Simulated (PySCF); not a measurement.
CH7BO2Si. Atoms are numbered in the order given.

```xyz
12

Si     0.7737    -0.3594    -0.7530
C      2.2719    -0.0593     0.3679
B     -0.9769     0.1485     0.1692
O     -0.9025     1.0641     1.1838
O     -2.2195    -0.3467    -0.1576
H      0.7248    -1.8079    -1.1929
H      0.9238     0.4426    -2.0273
H      2.2792     0.9978     0.7013
H      3.2261    -0.2728    -0.1531
H      2.2149    -0.6981     1.2719
H     -1.7906     1.2489     1.5522
H     -2.1805    -1.0040    -0.8736
```

Geometry optimised at PBE-D3(BJ)/def2-SVP. Other conformers were not sampled.

These are PBE-D3(BJ)/def2-SVP in PySCF values and carry that method's errors.

Frequencies are harmonic and unscaled.

Computed harmonic wavenumbers and intensities:
| mode | ν (cm⁻¹) | IR (km/mol) | moving atoms (share of kinetic energy) |
|---|---|---|---|
| 1 | 21 | 2.1 | O 41 %, H 27 %, C 19 %, Si 13 % |
| 2 | 103 | 1.9 | O 33 %, C 32 %, H 25 % |
| 3 | 146 | 0.0 | H 91 % |
| 4 | 250 | 2.0 | O 40 %, H 30 %, B 13 %, Si 9 % |
| 5 | 331 | 2.3 | H 39 %, O 27 %, Si 16 %, B 15 % |
| 6 | 363 | 15.9 | H 31 %, O 29 %, Si 29 %, B 11 % |
| 7 | 482 | 9.3 | H 72 %, B 20 % |
| 8 | 512 | 144.0 | H 91 %, O 9 % |
| 9 | 559 | 28.7 | O 42 %, H 23 %, B 22 %, Si 10 % |
| 10 | 614 | 67.5 | H 89 %, O 9 % |
| 11 | 653 | 9.3 | H 67 %, B 15 %, C 10 % |
| 12 | 670 | 1.9 | H 48 %, C 22 %, B 19 % |
| 13 | 706 | 53.2 | H 42 %, Si 29 %, C 24 % |
| 14 | 855 | 160.5 | H 76 %, C 13 %, Si 10 % |
| 15 | 857 | 50.1 | H 78 %, C 16 % |
| 16 | 905 | 60.5 | H 96 % |
| 17 | 972 | 148.5 | H 75 %, O 22 % |
| 18 | 994 | 73.6 | H 67 %, O 31 % |
| 19 | 1211 | 8.7 | H 79 %, C 20 % |
| 20 | 1267 | 204.1 | B 59 %, O 22 %, H 17 % |
| 21 | 1381 | 70.4 | H 57 %, B 29 %, O 11 % |
| 22 | 1385 | 3.7 | H 94 % |
| 23 | 1391 | 113.7 | H 44 %, B 40 %, O 14 % |
| 24 | 2112 | 125.9 | H 97 % |
| 25 | 2120 | 101.3 | H 97 % |
| 26 | 2981 | 4.5 | H 97 % |
| 27 | 3082 | 2.7 | H 91 %, C 9 % |
| 28 | 3086 | 3.3 | H 91 %, C 9 % |
| 29 | 3660 | 25.0 | H 94 % |
| 30 | 3759 | 66.6 | H 94 % |
